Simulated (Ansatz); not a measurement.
Consider the cleavage of the B–Si bond: `B[SiH2][SiH2]O` + `C=C(N)O` → `BOC(=C)N` + `O[SiH2][SiH3]`.

Program: Ansatz. Geometries: PBE0-D4/def2-TZVP. ΔE: electronic, gas phase. CCSD(T)/CBS is the MP2 limit (def2-TZVPP, def2-QZVPP) plus CCSD(T) − MP2 in def2-TZVPP, frozen cores. DFT in def2-TZVPP. Each species was taken in one conformer, which may not be the lowest.

```
    level  ΔE (kJ/mol)
r2SCAN-D4       -135.1
   r2SCAN       -135.0
```

Q: What does CCSD(T)/CBS give? (Best estimate.)

A: The calculation gave: -139.9 kJ/mol. The listed levels differ from it by 4.8, 4.9 kJ/mol.

Largest T1 diagnostic among the species: 0.014.
